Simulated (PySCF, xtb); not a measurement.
Se(Cl)(NH2) (ClH₂NSe), SMILES N[Se]Cl.

GFN2-xTB in xtb at its own geometry gives an orbital gap of 3.04 eV and a dipole moment of 1.95 D.

Geometry: B3LYP-D3(BJ)/def2-TZVP. One conformer was computed; it need not be the lowest.

Task: What does PBE0/def2-TZVPD in PySCF give? (An estimate is asked for; the answer gives what the named calculation found.)

Result: gap 4.80 eV (levels -6.83 and -2.03 eV), dipole 2.30 D.
